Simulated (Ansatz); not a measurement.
Run times for BCl2F (dichlorofluoroborane)

The species is BCl2F (4 atoms), meant as a singlet with charge 0. SMILES: `FB(Cl)Cl`. Geometry: relaxed at PBE0-D4/def2-TZVP.

```csv
atom,x (Å),y (Å),z (Å)
F,0.1144,-1.1653,-0.7812
B,0.0079,-0.0806,-0.0540
Cl,-1.5495,0.3738,0.5714
Cl,1.4273,0.8721,0.2638
```

Program: Ansatz 0.2.0. Hardware: 1 thread of Arm Neoverse V2, shared host, so times are rough. Ansatz fits the integrals of SCF and DFT runs by default. Its times include its search for lower SCF states.

Task: Estimate their order by wall time, quickest first.
A. energy at r2SCAN/6-311+G**
B. energy at B3LYP/6-31G* (spherical functions)
C. energy at HF/STO-3G
D. energy at wB97M-V/6-311+G**

Result: C (0.16 s), B (3.6 s), A (10 s), D (51 s).
